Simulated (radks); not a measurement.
The copper ion Cu+, configuration [Ar] 3d10 (the NIST ground configuration). Calculated with a radial shooting solver on a logarithmic mesh with Libxc functionals: scalar-relativistic Kohn-Sham, Slater X-alpha with alpha = 0.763, spin-polarised, spherical densities, point nucleus. Some entries of the table are withheld. Estimate them.

| orbital | occ. | eigenvalue (eV) | <1/r> (bohr^-1) |
|---|---|---|---|
| 1s | 2 | (1) | 29.14 |
| 2s | 2 | (2) | 6.333 |
| 2p | 6 | -931.6505 | 6.224 |
| 3s | 2 | -123.6672 | 2.000 |
| 3p | 6 | -81.4484 | (3) |
| 3d | 10 | -14.1357 | 1.402 |

Answer. 
(1) 1s eigenvalue (eV): -8872.637
(2) 2s eigenvalue (eV): -1075.021
(3) 3p <1/r> (bohr^-1): 1.848
